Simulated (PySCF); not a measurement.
Input file for PySCF: R-MP2/6-31G* on C2H6Ge (SMILES C=[CH][GeH3]), a point of a torsion scan.

```python
from pyscf import gto, scf, dft, mp
from pyscf.data.elements import chemcore

mol = gto.M(
    atom='''
    C     1.56587960   -0.14959046   -0.28162744
    C     0.55305638    0.03704391    0.54911705
    Ge   -1.31200842    0.08174732    0.00356323
    H     1.40431495   -0.32131593   -1.33488326
    H     2.59527010   -0.15204941    0.04498575
    H     0.75793035    0.20548505    1.59974260
    H    -1.49926782   -0.57710760   -1.32255754
    H    -1.82040559    1.48441838   -0.09366195
    H    -2.16944705   -0.62191325    1.00599123
    ''',
    basis='6-31g*',
    cart=True,
    charge=0, spin=0, verbose=3, max_memory=1800)
mf = scf.RHF(mol)
mf.conv_tol = 1e-8
mf.max_cycle = 100
mf.kernel()
if not mf.converged:
    mf = mf.newton().run(mf.mo_coeff, mf.mo_occ)
pt = mp.MP2(mf, frozen=chemcore(mol)).run()
```

Program output:

```
converged SCF energy = -2154.25960423904
E(RMP2) = -2154.76614357394  E_corr = -0.50653933489741
E(SCS-RMP2) = -2154.74768893076  E_corr = -0.488084691716768
```

The run converged.

Cost: roughly 3 core-seconds.
